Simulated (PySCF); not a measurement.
C8H14.
Structure used (PBE0-D3(BJ)/def2-SVP), in Å, numbered top down from 1:
```xyz
22
C8H14 angstrom
C      3.5609   -0.2707   -1.3086
C      2.6119   -0.1130   -0.3747
C      1.1823   -0.1546   -0.6343
C      0.2476    0.0064    0.3163
C     -1.2511   -0.0213    0.1550
C     -1.8068   -1.1401    1.0492
C     -1.8090    1.3281    0.6327
C     -1.6790   -0.2655   -1.2906
H      4.6231   -0.2304   -1.0576
H      3.3020   -0.4460   -2.3574
H      2.9111    0.0608    0.6661
H      0.8823   -0.3292   -1.6732
H      0.5907    0.1802    1.3457
H     -1.5178   -0.9897    2.1013
H     -1.4274   -2.1233    0.7317
H     -2.9073   -1.1639    1.0024
H     -1.4296    2.1536    0.0115
H     -1.5225    1.5311    1.6766
H     -2.9095    1.3338    0.5786
H     -1.3064   -1.2320   -1.6629
H     -2.7771   -0.2785   -1.3654
H     -1.3070    0.5255   -1.9597
```

Method used: TDDFT CAM-B3LYP/def2-SVPD, vertical, gas phase, core orbitals frozen in the response in PySCF 2.14.0, density-fitted response routines.

Kohn–Sham orbitals with the atoms that hold most of them (Löwdin shares over 4%, at most four atoms; ? is withheld):

| orbital | ε (eV) | atoms |
| --- | --- | --- |
| HOMO-3 | -10.69 | C5 23%, C8 19%, C6 12%, C7 12% |
| HOMO-2 | -10.61 | C4 19%, C5 18%, C8 9%, C3 9% |
| HOMO-1 | -10.44 | C2 25%, C3 19%, C1 16%, C4 8% |
| HOMO | -7.70 | ? |
| LUMO | ? | ? |
| LUMO+1 | 1.33 | C7 13%, C6 13%, C8 11%, H21 6% |
| LUMO+2 | 1.85 | C1 14%, H10 13%, H12 13%, H13 9% |

**Question.** Give the leading atoms of the LUMO.

**Answer.** C1 (bonded to C and 2 H) 24%; C4 (bonded to 2 C and H) 22%; C2 (bonded to 2 C and H) 17%; C3 (bonded to 2 C and H) 14%.

**Question.** Which atoms hold the HOMO, and with what shares?

**Answer.** C1 (bonded to C and 2 H) 24%; C4 (bonded to 2 C and H) 23%; C3 (bonded to 2 C and H) 19%; C2 (bonded to 2 C and H) 17%.

**Question.** What is the LUMO energy, and the HOMO–LUMO gap?

**Answer.** ε(LUMO) = 0.45 eV; the gap is 8.15 eV (0.2995 hartree).

**Question.** The HOMO–LUMO gap is 8.15 eV. Where does the response calculation put the lowest singlet, and from which orbitals?

**Answer.** S1 is at 5.76 eV (f = 0.906), 2.39 eV below the gap, made of HOMO→LUMO (98%). 

**Question.** Give energy, strength and leading configuration of S1 and S6, and follow the Löwdin shares of the leading atoms from the occupied to the empty orbital.

**Answer.** 
- S1 (5.76 eV, f 0.906), HOMO→LUMO (98%): C1 24% → 24%, C4 23% → 22%
- S6 (7.38 eV, f 0.0021), HOMO-2→LUMO (77%): C4 19% → 22%, C5 18% → at most 15%, C1 at most 9% → 24%

Löwdin shares depend on the basis, the more so with diffuse functions.

One conformer stands for the species.
